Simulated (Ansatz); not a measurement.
# Al2H6Sn2: where a starting geometry ends

The starting geometry of this gas-phase singlet was optimised with GFN2-xTB.

```xyz
10

Al   -1.6098   -1.4648    0.0970
Al   -1.2603    0.7903    1.4591
Sn    0.6249   -1.0971    1.8016
Sn    0.7464   -2.0423   -1.0756
H     0.4333    0.7263    0.8234
H    -3.1355   -1.6578    0.1823
H    -2.3336    0.8464    0.2530
H    -1.5053    1.9668    2.4475
H    -1.0789   -2.9632   -0.7843
H    -0.8305   -0.7035   -1.3344
```

Task: Predict what becomes of its bonds when it is optimised with B3LYP-D3(BJ)/def2-SVP.

Result: A new bond forms, giving a structure with H5 bridging Sn3 and Al2, H7 bridging Al1 and Al2, H10 bridging Al1 and Sn4, given below by its coordinates. Distances that change by over a tenth: Al1–H9 (1.82 → 2.08 Å). Contacts that close: Al1–H7 (2.43 → 1.86 Å).

The energy falls by 0.48 eV over 11 steps:

```json
{"step": "1", "E − E(last) (eV)": "0.479"}
{"step": "2", "E − E(last) (eV)": "0.240"}
{"step": "3", "E − E(last) (eV)": "0.138"}
{"step": "4", "E − E(last) (eV)": "0.046"}
{"step": "5", "E − E(last) (eV)": "0.021"}
{"step": "7", "E − E(last) (eV)": "0.000"}
{"step": "8", "E − E(last) (eV)": "0.000"}
{"step": "9", "E − E(last) (eV)": "0.000"}
{"step": "10", "E − E(last) (eV)": "0.000"}
{"step": "11", "E − E(last) (eV)": "0.000"}
```

Final geometry (Å):

```yaml
atoms:
  - { symbol: Al, position_ang: [-1.7413, -1.1922, 0.0329] }
  - { symbol: Al, position_ang: [-1.1282, 0.8502, 1.5713] }
  - { symbol: Sn, position_ang: [0.6517, -1.1398, 1.7258] }
  - { symbol: Sn, position_ang: [0.5695, -2.0422, -1.2326] }
  - { symbol: H, position_ang: [0.5058, 0.8619, 1.0625] }
  - { symbol: H, position_ang: [-3.2177, -1.7301, 0.1367] }
  - { symbol: H, position_ang: [-2.0038, 0.6427, 0.1445] }
  - { symbol: H, position_ang: [-1.6869, 1.9897, 2.5040] }
  - { symbol: H, position_ang: [-0.8951, -2.9951, -0.5729] }
  - { symbol: H, position_ang: [-1.0034, -0.8439, -1.5026] }
```

Frequencies at the end are all real (lowest 95 cm⁻¹). Atoms past krypton carry core potentials, without spin–orbit terms. Run with Ansatz 0.2.0, 57 s on 2 threads of Arm Neoverse V1, on a shared host.
